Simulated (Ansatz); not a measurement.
H5BSi2, SMILES `[SiH2]=B[SiH3]` (charge 0, multiplicity 1).

Cartesian coordinates (Å):
```xyz
8

Si     2.1175    -0.1548    -0.0233
B      0.2886    -0.0986     0.0423
Si    -1.6703     0.0765     0.0460
H      2.9002     0.9018    -0.6999
H      2.8872    -1.2563     0.5941
H     -2.2550     0.2116     1.4070
H     -1.8985     1.3480    -0.7027
H     -2.3696    -1.0280    -0.6636
```
Charge 0, multiplicity 1.

Frozen-core energies in 6-31g from Ansatz (a quantum-chemistry and plane-wave program) at a geometry from PBE0-D3(BJ)/def2-TZVP; the HF reference has <S^2> = 0.00 (restricted, and unstable towards unrestricted orbitals) and the T1 diagnostic is 0.014.

| level | energy (Ha) |
|---|---|
| HF | -605.21544 |
| MP2 | -605.37441 |
| CCSD | -605.42213 |

**Question.** Estimate the energies of CCSD(T), CCSDT, CCSDT(Q) and CCSDTQ, and give each level's difference from CCSDTQ.

**Answer.** 
```csv
level,energy (Ha),difference from CCSDTQ (mHa)
MP2,-605.37441,54.64
CCSD,-605.42213,6.93
CCSD(T),-605.42759,1.46
CCSDT,-605.42872,0.33
CCSDT(Q),-605.42903,0.02
CCSDTQ,-605.42905,0.00
```
